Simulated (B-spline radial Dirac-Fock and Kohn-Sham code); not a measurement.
# Neutral cerium: differential elastic cross section for electrons at 3.12 keV

Calculated with a radial finite-basis atomic code, using relativistic (Dirac) partial waves in the static field of the Dirac-Fock atom with Furness-McCarthy exchange, without polarisation or absorption potentials.

| θ (°) | dσ/dΩ (Å²/sr) | Sherman function |
| --- | --- | --- |
| 5 | 16.3 | 0.000 |
| 10 | 2.53 | 0.000 |
| 15 | 0.779 | 0.002 |
| 20 | 0.332 | 0.004 |
| 25 | 0.177 | 0.004 |
| 30 | 0.110 | 0.001 |
| 35 | 0.0726 | -0.005 |
| 40 | 0.0505 | -0.014 |
| 45 | 0.0368 | -0.022 |
| 50 | 0.0282 | -0.025 |
| 55 | 0.0223 | -0.020 |
| 60 | 0.0182 | -0.006 |
| 65 | 0.0151 | 0.014 |
| 70 | 0.0128 | 0.037 |
| 75 | 0.0108 | 0.061 |
| 80 | 0.00924 | 0.082 |
| 85 | 0.00791 | 0.096 |
| 90 | 0.00680 | 0.098 |
| 95 | 0.00593 | 0.085 |
| 100 | 0.00531 | 0.055 |
| 105 | 0.00496 | 0.009 |
| 110 | 0.00493 | -0.043 |
| 115 | 0.00524 | -0.088 |
| 120 | 0.00590 | -0.116 |
| 125 | 0.00691 | -0.126 |
| 130 | 0.00825 | -0.123 |
| 135 | 0.00988 | -0.112 |
| 140 | 0.0117 | -0.098 |
| 145 | 0.0137 | -0.082 |
| 150 | 0.0157 | -0.068 |
| 155 | 0.0176 | -0.054 |
| 160 | 0.0194 | -0.042 |
| 165 | 0.0209 | -0.030 |
| 170 | 0.0221 | -0.020 |
| 175 | 0.0228 | -0.010 |

The total elastic cross section is 2.16 Å², the first transport cross section 0.161 Å² and the second, weighted with (3/2) sin²θ, 0.213 Å². The mean deflection is ⟨1 − cos θ⟩ = 0.0748, and 2.6 % of the collisions scatter beyond 90°.

On this grid of angles the cross section has a minimum near 110°.
